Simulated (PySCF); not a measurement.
## Electronic structure of Zn²⁺ (zinc, charge +2) at the UHF level

Configuration: [Ar] 3d10, closed-shell 1S. All numbers are calculated (PySCF 2.14, scalar relativity by spin-free X2C-1e, in cc-pVDZ-DK).

```json
{
 "Total energy": "-1793.360922 hartree",
 "One-electron energy": "-2482.5576 hartree",
 "Hartree (Coulomb) energy": "759.4249 hartree",
 "Exchange energy": "-70.2283 hartree",
 "⟨S²⟩": "0.0000",
 "⟨L²⟩": "0.000",
 "Sum of ⟨r⟩": "16.02 bohr",
 "Sum of ⟨r²⟩": "14.76 bohr²",
 "Langevin diamagnetic susceptibility": "-11.7 ×10⁻⁶ cm³/mol",
 "Time after the integrals": "0.11 s of wall time on 1 thread of Neoverse-V2 (shared host)"
}
```

```csv
shell,electrons,mean orbital energy (eV),"rms radius, mean of both spins (bohr)"
1s,2,-9749.9,0.0580
2s,2,-1253.7,0.244
2p,6,-1085.3,0.219
3s,2,-178.16,0.732
3p,6,-126.12,0.776
3d,10,-41.369,0.983
```

Densities and radii are taken from the X2C orbitals without a picture-change correction, which distorts them close to the nucleus.
